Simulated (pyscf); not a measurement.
## O=WH(F)(F)–F, singlet

Gas-phase minimum from PySCF at ωB97X-D3(BJ)/def2-SVP, one conformer. 

SMILES: [F][WH]([F])([F])=[O]
```xyz
6

O      1.9374    -0.1666    -0.7914
W      0.3782     0.1920    -0.3065
F     -0.0941     1.5159    -1.5130
F     -1.0814    -0.8281    -0.8811
F      0.2976    -0.6533     1.3395
H      0.5245     1.5495     0.7065
```
Charge 0, spin multiplicity 1.

Bonds (Å): O1–W2 1.672, W2–F3 1.852, W2–F4 1.871, W2–F5 1.852, W2–H6 1.700. Bond angles (°): O1–W2–F3 101.7, O1–W2–F4 121.4, O1–W2–F5 101.6, O1–W2–H6 105.3, F3–W2–F4 89.5, F3–W2–F5 153.4, F3–W2–H6 80.8, F4–W2–F5 89.4, F4–W2–H6 133.3, F5–W2–H6 80.7.

Properties at ωB97X-D3(BJ)/def2-SVP:

Harmonic wavenumbers, unscaled: 172, 212, 230, 238, 319, 639, 719, 723, 766, 953, 1120, 2144 cm⁻¹
Zero-point energy: 11.8 kcal/mol
Rotational symmetry number: 1
Entropy of this conformer at 298 K and 1 atm, rigid rotor and harmonic oscillator, modes under 100 cm⁻¹ raised to 100: 334.9 J/(mol K)
Dipole moment: 0.52 D

Single-point totals, which compare only within one level:

```json
[
 {"level": "ωB97X-D3(BJ)/def2-TZVP", "total energy (hartree)": "-442.86300"},
 {"level": "PBE/def2-TZVP", "total energy (hartree)": "-442.52388"},
 {"level": "r²SCAN/def2-TZVP", "total energy (hartree)": "-442.71614"},
 {"level": "B3LYP-D3(BJ)/def2-TZVP", "total energy (hartree)": "-442.85205"},
 {"level": "PBE0-D3(BJ)/def2-TZVP", "total energy (hartree)": "-442.44149"},
 {"level": "M06-2X/def2-TZVP", "total energy (hartree)": "-442.54920"},
 {"level": "ωB97M-D3(BJ)/def2-TZVP", "total energy (hartree)": "-442.83043"}
]
```

Elements past Kr carry the def2 core potentials, without spin-orbit coupling.
